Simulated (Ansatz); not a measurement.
Reactions of BrClH₄N₂Si (`N[Si](N)(Cl)Br`).

Calculated with Ansatz (gas phase, PBE0-D4/def2-TZVP geometries, no zero-point term in ΔE). CCSD(T)/CBS is the MP2 limit (def2-TZVPP, def2-QZVPP) plus CCSD(T) − MP2 in def2-TZVPP, frozen cores. This one scheme is used for every species. Functionals use def2-TZVPP. B3LYP here is the variant with VWN-RPA as its local correlation; programs differ in this. For Br outer-core shells are correlated without core-valence functions, which leaves a few kJ/mol of doubt a bond. Scalar relativity is left out up to krypton. One conformer a species, not always the lowest.

| reaction | HF/CBS(def2) (kJ/mol) | r2SCAN-D4 (kJ/mol) | B3LYP-D4 (kJ/mol) | CCSD(T)/CBS(def2) (kJ/mol) |
| --- | --- | --- | --- | --- |
| `N[Si](N)(Cl)Br` + `CC[SiH2]O` → `N[Si](N)(O)Cl` + `CC[SiH2]Br` | -31 | -25 | -23 | -25 |
| `N[Si](N)(Cl)Br` + `C#N` → `N#C[Si](N)(N)Cl` + HBr | 51 | 54 | 52 | 57 |
| `N[Si](N)(Cl)Br` + H₂O → `N[Si](N)(O)Cl` + HBr | -29 | -16 | -17 | -11 |
| `N[Si](N)(Cl)Br` + `C=CCCl` → `C=C[Si](N)(N)Br` + `ClCCl` | 156 | 148 | 143 | 144 |

Largest T1 diagnostic: 0.014, for `C#N`.
